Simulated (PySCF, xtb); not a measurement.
Ga(Cl)(SH)2 (ClGaH2S2), SMILES [SH][Ga]([SH])[Cl]. One conformer was computed; it need not be the lowest.

Harmonic wavenumbers (cm⁻¹) from GFN2-xTB run with xtb 6.7.1 at its own minimum, in rising order: 91, 99, 107, 134, 168, 304, 376, 395, 599, 623, 2364, 2373.

### Question
What does PBE-D3(BJ)/def2-SVP (PySCF) give at its own minimum? (The exact figures need the calculation; the answer reports its results.)

### Answer
106, 110, 124, 186, 253, 338, 429, 433, 667, 702, 2614, 2616. Paired by order, the mean absolute difference is 79 cm⁻¹ and the zero-point energies are 10.9 and 12.3 kcal/mol.
